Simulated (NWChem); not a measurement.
CH4CrO3; SMILES [O]=[Cr](=[O])([CH3])[OH]

```xyz
9

Cr     0.0927     0.0726     0.0000
O      0.9657    -0.0618     1.2576
O      0.9657    -0.0618    -1.2576
O     -0.9124     1.4554     0.0000
H     -0.7180     2.3988     0.0000
C     -1.0094    -1.5588     0.0000
H     -1.6181    -1.4971     0.9137
H     -0.3667    -2.4476     0.0000
H     -1.6181    -1.4971    -0.9137
```
Atoms are numbered in this order, from 1.

Results from NWChem. Medium grid unless said otherwise, to which SCAN and Minnesota functionals are sensitive. Geometry: optimised at PBE0/def2-SVP. No frequency run checked for a minimum.

Question: Predict the results for r2SCAN/def2-SVP. Quantities: highest occupied level (eV); orbital gap (eV); dipole (D).

Answer: 
| Item | Value |
|---|---|
| highest occupied level (eV) | -7.71 |
| orbital gap (eV) | 3.33 |
| dipole (D) | 2.17 |
